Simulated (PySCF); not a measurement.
Be(H)(SiH3), SMILES [BeH][SiH3] (H4BeSi), PBE0/def2-SVP optimised geometry.

```
6

Be     0.71    -0.17     0.00
H      2.05    -0.17     0.00
Si    -1.48    -0.17     0.00
H     -2.05    -1.17    -0.96
H     -2.04     1.17    -0.39
H     -2.05    -0.50     1.35
```

Density from PBE0/def2-TZVP run with PySCF at that geometry.

Minimum of the electron density along straight lines between bonded atoms, close to the bond critical point (lines longer than 1.1 times the sum of covalent radii, or with two minima, are not listed):

| bond | length / Å | ρ at the minimum / e bohr⁻³ | ∇²ρ there / e bohr⁻⁵ | position (fraction from the first atom) |
|---|---|---|---|---|
| Be1–H2 | 1.340 | … | … | 0.43 |
| Be1–Si3 | 2.195 | 0.072 | … | 0.30 |
| Si3–H4 | 1.501 | 0.115 | 0.16 | 0.49 |
| Si3–H5 | 1.501 | 0.115 | 0.16 | 0.49 |
| Si3–H6 | 1.501 | 0.115 | 0.16 | 0.49 |

**Question.** What belongs in the gaps?

**Answer.** 
- Be1–H2, ρ at the minimum / e bohr⁻³: 0.092
- Be1–H2, ∇²ρ there / e bohr⁻⁵: 0.25
- Be1–Si3, ∇²ρ there / e bohr⁻⁵: -0.02
